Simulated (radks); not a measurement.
Effect of the nuclear size on the samarium ion Sm23+, [Kr] 4d3. Calculated with a radial shooting solver on a logarithmic mesh with Libxc functionals: Dirac Kohn-Sham, BLYP, spin-unpolarised, spherical densities, finite nucleus; open shells fill j = l - 1/2 first; Fermi nuclear charge, rms radius 5.0819 fm. The rms radius is varied about that value; shifts are against it.

| rms radius (fm) | total energy shift (eV) | density at nucleus (e/bohr^3) | 1s1/2 shift (meV) | 2s1/2 shift (meV) | 4s1/2 shift (meV) | 4p1/2 shift (meV) | 4d3/2 shift (meV) | 5s1/2 (empty) shift (meV) | 5p1/2 (empty) shift (meV) |
|---|---|---|---|---|---|---|---|---|---|
| 4.2739 | -4.96 | 5.561e+05 | -2050 | -259 | -15.1 | 0.483 | 0.902 | -5.57 | 0.142 |
| 4.6449 | -2.76 | 5.452e+05 | -1140 | -145 | -8.40 | 0.269 | 0.503 | -3.10 | 0.079 |
| 5.0819 | 0 | 5.336e+05 | 0.000 | 0.000 | 0.000 | 0.000 | 0.000 | 0.000 | 0.000 |
| 5.4021 | 2.14 | 5.259e+05 | 886 | 112 | 6.51 | -0.209 | -0.390 | 2.41 | -0.061 |
| 6.1999 | 7.92 | 5.088e+05 | 3270 | 414 | 24.0 | -0.769 | -1.44 | 8.89 | -0.226 |

Slopes of the eigenvalues against <r^2> in GHz/fm^2, as finite differences over the two radii next to the reference (eigenvalue slopes, not the field-shift constants of lines): 1s1/2 64400, 2s1/2 8160, 4s1/2 474, 4p1/2 -15.2, 4d3/2 -28.4, 5s1/2 (empty) 175, 5p1/2 (empty) -4.47.
